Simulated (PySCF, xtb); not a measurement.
C₃H₉NSi₂, SMILES CC1=NC[SiH2][SiH2]1.

GFN2-xTB (xtb) at its own geometry gives an orbital gap of 2.54 eV and a dipole moment of 1.57 D.

Geometry: PBE0-D3(BJ)/def2-SVP. This is a generated structure with no PubChem entry under its InChIKey; it may be hypothetical. The values are those of a single conformer.

### Question
What does PBE/def2-TZVP (PySCF) give? (The exact figures need the calculation; the answer reports its results.)

### Answer
gap 3.55 eV (levels -5.32 and -1.77 eV), dipole 0.38 D.
